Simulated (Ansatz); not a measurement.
closo-1-SB4 (no H on S) (B4H4S), relaxed as a singlet with RKS r2SCAN-D4/def2-SVP in Ansatz, starting from the GFN2-xTB geometry. Force threshold 0.02 eV/Å.

Start:

```csv
atom,x (Å),y (Å),z (Å)
B1,-0.431,0.597,0.789
B2,0.976,0.291,-0.357
B3,0.251,-0.861,0.538
B4,-0.682,-0.421,-0.723
S5,-0.410,1.407,-0.880
H6,-0.883,1.191,1.686
H7,2.057,0.552,-0.712
H8,0.530,-1.821,1.137
H9,-1.409,-0.935,-1.477
```

```
step  energy (eV)  largest force component (eV/Å)  SCF passes
   1  -13597.9752                           0.695          26
   2  -13598.0658                           0.350          31
   3  -13598.0812                           0.161          32
   4  -13598.0834                           0.007          32
```

Force components are those of the run's own axes.

End:

```xyz
9

B    -0.442    0.623    0.789
B     0.984    0.313   -0.374
B     0.250   -0.860    0.537
B    -0.696   -0.408   -0.745
S    -0.422    1.449   -0.905
H    -0.894    1.186    1.745
H     2.114    0.531   -0.708
H     0.537   -1.843    1.151
H    -1.431   -0.991   -1.490
```

By distances, no bond broke or formed. The bond that changes most is B1–H6, from 1.17 to 1.20 Å (atoms count from 1).

No frequencies were taken in this run, so the end may be a saddle point.

Hardware: 2 threads of Intel Xeon Platinum 8375C on a shared host. Wall time 11 s.
